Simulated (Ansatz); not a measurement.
The same path of BH6OSn (9 atoms, charge 1, multiplicity 1) was run twice with different band settings. The coordinate that changes most is the dihedral B1–Sn2–O3–H9.

The calculation used RKS PBE0-D4/def2-SVP (Ansatz 0.2.0).

Relaxed end points:

```xyz
9
Properties=species:S:1:pos:R:3
B -1.292 0.558 -1.296
Sn 0.588 0.721 -0.081
O 0.478 -1.201 1.082
H -2.047 -0.352 -1.084
H -1.494 1.397 -2.131
H 0.697 1.762 1.260
H 2.108 0.315 -0.725
H 1.256 -1.685 1.397
H -0.293 -1.515 1.578
```

```xyz
9
Properties=species:S:1:pos:R:3
B -1.368 0.671 -1.213
Sn 0.626 0.626 -0.184
O 0.426 -1.177 1.150
H -2.175 -0.180 -0.951
H -1.568 1.554 -2.002
H 0.986 1.665 1.114
H 2.020 0.036 -0.960
H 0.286 -1.134 2.108
H 0.767 -2.059 0.938
```

Common settings: movable images 7; climbing image yes; spring 5.0 eV/Å²; optimiser quadratic models (default); start path IDPP; end points relaxed.

| run | force threshold | iteration limit |
| --- | --- | --- |
| 1 | 0.05 eV/Å | 47 |
| 2 | 0.2 eV/Å | 56 |

**Question.** What does each run give, and how far can it be trusted?

**Answer.** Run 1: converged after 5 iterations, highest image 0.005 eV above the first end. The highest image is an end point: on this band no image between the ends rises above it.
Run 2: converged after 2 iterations, highest image 0.017 eV above the first end. The threshold of 0.2 eV/Å is loose, so the images may lie well off the minimum-energy path. The order of the stationary point at the top wasn't checked.
Limits of this set-up: the dipole of an ion depends on the origin.
